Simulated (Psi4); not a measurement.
A dimer, H4O4Si ··· H3ClSi (SMILES O[Si](O)(O)O and [SiH3]Cl); the first 9 atoms form monomer A.

```
14

O      1.5820    -0.3973     0.1170
Si    -0.0001    -0.0001    -0.0003
O     -0.5535     0.1519     1.5311
O     -0.0715     1.3515    -0.9183
O     -0.9579    -1.1065    -0.7305
H      1.8359    -0.9827     0.8348
H     -1.5039     0.1052     1.6617
H      0.6304     1.9972    -0.8046
H     -0.9613    -1.1192    -1.6909
Si     3.4781    -5.2222     3.1730
Cl     3.8023    -5.7077     5.1552
H      2.7022    -6.3098     2.5458
H      4.7870    -5.0729     2.5078
H      2.7248    -3.9543     3.1190
```

Task: What interaction energy does SAPT0/jun-cc-pVDZ, frozen core (Psi4) give, and which attractive term is the largest?

Result: Total 0.02 kcal/mol: electrostatics 0.10, exchange 0.00, induction -0.01, dispersion -0.08. The most attractive term is dispersion.
